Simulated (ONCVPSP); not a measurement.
**tellurium, ONCV: configuration errors across variants**

* Element: tellurium (Te)
* Generator: ONCVPSP 4.0.1
* Type: optimised norm-conserving Vanderbilt (ONCV)
* Functional: PBEsol
* Relativity: fully relativistic
* Frozen core: [Ar] 3d10
* Valence charge: 24
* Reference configuration: 4s2 4p6 4d10 5s2 5p3.5 (charge +0.5)
* Partial waves: 4s+5s: rc 1.20 bohr, ncon 4, nbas 7, qcut 8 1/bohr, 3 projectors, debl 2.4 Ha; 4p+5p: rc 1.60 bohr, ncon 5, nbas 8, qcut 9.4 1/bohr, 2 projectors; 4d: rc 1.00 bohr, ncon 5, nbas 10, qcut 10.2 1/bohr, 1 projector
* Local potential: polynomial inside 0.70 bohr (lpopt 5, dvloc0 0 Ha)
* Core correction: none

Open shells are filled in proportion to 2j + 1.

All-electron excitation energies from the reference (eV): (1) 4s2 4p6 4d10 5s2 5p4 -3.917; (2) 4s2 4p6 4d10 5s2 5p3 5.857; (3) 4s2 4p6 4d10 5s2 5p2 23.851; (4) 4s2 4p6 4d10 5s1 5p5 5.333.

A true bound ghost makes a file unfit for plane-wave use even where its test errors are small: the radial tests pick states by their node count and pass the ghost by.

Errors AE − PS in meV (a dash: test not solved or not reliable):

```csv
change,(1),(2),(3),(4),bound ghosts,GHOST(+) flags above zero
base,-0.1,+0.1,+0.3,+0.4,none,s
s: qcut 5.1,-0.1,+0.1,+0.5,-0.2,s,s
s: qcut 5.5,-0.1,+0.1,+0.5,-0.1,s,s
s: qcut 6.8,-0.1,+0.1,+0.4,+0.2,none,s
s: qcut 7.8,-0.1,+0.1,+0.4,+0.4,none,s
s: qcut 8.3,-0.1,+0.1,+0.3,+0.4,none,s
s: qcut 9.4,-0.1,+0.1,+0.3,+0.4,none,s
s: qcut 10,-0.1,+0.1,+0.2,+0.3,none,s
s: qcut 12,-0.1,+0.1,+0.2,+0.2,none,s
```

Problem. Give the same row for: s: qcut 10.9.

Solution. -0.1, +0.1, +0.2, +0.3; bound ghosts: none; GHOST(+) flags above zero: s.
